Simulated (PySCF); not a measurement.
**Polarisability and C₆ of Hf (hafnium, neutral)**

[Xe] 4f14 5d2 6s2, high-spin 3F determinant. All numbers are calculated (PySCF 2.14, a scalar-relativistic core potential, in aug-cc-pVTZ-PP with one added diffuse shell each of s, p, d, f, g type with ECP60MDF (7s7p6d4f3g, 113 functions)). Coupled (time-dependent) response in atomic units; α is the mean over directions.

| method | mean α (bohr³) | C₆ (like pair) | S(−4) |
| --- | --- | --- | --- |
| CAM-B3LYP | 101.2 | 1344 | 4789 |

S(−4) is the Cauchy moment in α(ω) = α(0) + S(−4) ω² + …

Reference α: 103 ± 6 bohr³ (recommended; Schwerdtfeger and Nagle, table of static dipole polarizabilities (2023 update)). Published C₆: 1040 (Gould and Bucko (2016)).

Spin-orbit coupling is absent.

α(iu) at CAM-B3LYP:

| u (hartree) | α(iu) (bohr³) |
| --- | --- |
| 0 | 101.2 |
| 0.0500 | 91.20 |
| 0.100 | 72.63 |
| 0.200 | 43.17 |
| 0.300 | 27.69 |
| 0.500 | 14.59 |
| 0.750 | 8.562 |
| 1.00 | 5.834 |
| 1.50 | 3.333 |
| 2.00 | 2.182 |
| 3.00 | 1.139 |
| 5.00 | 0.4620 |

Energies and moments cover only the electrons outside the core potential. Spin-orbit coupling, absent here, splits the open shell strongly.
